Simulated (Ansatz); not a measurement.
HBe, doublet, geometry from GFN2-xTB (such geometries of metal compounds can be far from the true shape) (the spin is typed, not shown lowest); PBE/def2-SVP (Ansatz, an electronic-structure program).

Input for Ansatz:
Ansatz 0.2 input:
```yaml
crystal:
  periodic: [false, false, false]
  atoms:
    - {symbol: Be, position_ang: [-0.00000000, -0.00000000, -0.26243405]}
    - {symbol: H, position_ang: [0.00000000, 0.00000000, 1.04973619]}
basis:
  gaussian:
    orbitals: def2-SVP
hamiltonian:
  xc: pbe
magnetization: {spin_polarized: true, initial_magnetization: 1}
```

The log (banner, timings and long lists left out):

```
Functional definition: PBE
179 factors; integrals over basis functions are off by at most 5.3e-4 eV
mean field evaluation 1: about -412.9916 eV, gradient 7.7e0 eV
mean field evaluation 2: about -413.3174 eV, gradient 4.7e0 eV
mean field evaluation 4: about -413.5668 eV, gradient 2.7e-1 eV
mean field evaluation 8: about -413.5586 eV, gradient 3.0e-3 eV
mean field -413.55856103 eV, -15.1979967978 hartree, gradient 3.6e-5 eV, S^2 0.750367; 0 other end points of the search recorded, 0 dependent functions left out
reference -413.55859664 eV, -15.1979981064 hartree; 3, 2 occupied and 11, 12 virtual orbitals, 179 factors
Total energy: -413.55859664 eV, -15.1979981064 hartree
```
